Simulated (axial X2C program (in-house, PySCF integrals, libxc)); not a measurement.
**Photoelectron levels of GaH by EOM-IP-CCSD**

Computed with an in-house all-electron X2C program for linear molecules (integrals from PySCF): two-component X2C with atomic mean-field Coulomb and Gaunt terms, Gaussian nuclei, basis Ga dyall-cv3z, H dyall-v3z with contracted cores.

R = 1.676 Å (near the PBE0 minimum at charge 0 of the determinant lowest at the starting distance; the state shown can have its own minimum elsewhere).

Hartree–Fock spinors of GaH (one of each Kramers pair; a window near the gap, which can cut inner shells):

```csv
ω,occupied,ε (eV),character
1/2,yes,-31.82,100% Ga d
5/2,yes,-31.54,100% Ga d
3/2,yes,-31.35,100% Ga d
1/2,yes,-31.32,100% Ga d
1/2,yes,-14.03,"51% Ga s, 42% H s, 3% Ga p"
1/2,yes,-8.12,"47% Ga p, 30% Ga s, 19% H s"
1/2,no,0.68,98% Ga p
3/2,no,0.71,98% Ga p
1/2,no,2.90,"72% Ga p, 14% Ga d, 8% H s"
1/2,no,3.72,"61% Ga s, 31% H s, 5% H p"
1/2,no,4.99,97% Ga p
3/2,no,5.04,98% Ga p
```

Vertical ionisation energies of GaH to the states of GaH⁺:

```json
{"Ω of GaH⁺": "1/2", "vertical IE (eV)": "8.519", "above lowest (cm⁻¹)": "0", "ionised spinor": "48% Ga pσ, 24% H sσ, 23% Ga sσ", "one-hole weight": "0.96"}
{"Ω of GaH⁺": "1/2", "vertical IE (eV)": "13.681", "above lowest (cm⁻¹)": "41634", "ionised spinor": "60% Ga sσ, 36% H sσ", "one-hole weight": "0.85"}
```

Problem. How far does the lowest EOM-IP-CCSD energy lie from the Koopmans value −ε of the highest filled spinor?

Solution. 8.519 eV against 8.12 eV, a shift of 0.40 eV: relaxation of the final state lowers the energy and the loss of correlation raises it.

This point took 10 s on 1 thread of Intel(R) Xeon(R) Processor @ 2.30GHz, with other jobs on the host.

Reference electrons by ω block (each with its −ω partner): 1/2: 11, 3/2: 4, 5/2: 1. 14 electrons of GaH correlated (inner shells frozen), 94 natural virtual spinors (a truncated set); levels can be off by some tenths of an eV. Roots sought by Ω: (1/2: 4, 3/2: 3, 5/2: 1); the list ends where they run out and leaves out roots under 60 % one-particle weight. The solver can skip a root, and states that need a further excitation, which the method places far too high, are missing though they may lie low or lowest. T1 of the reference 0.014 (Lee–Taylor). Number of frozen shells: Ga 3 s, 2 p; H none.
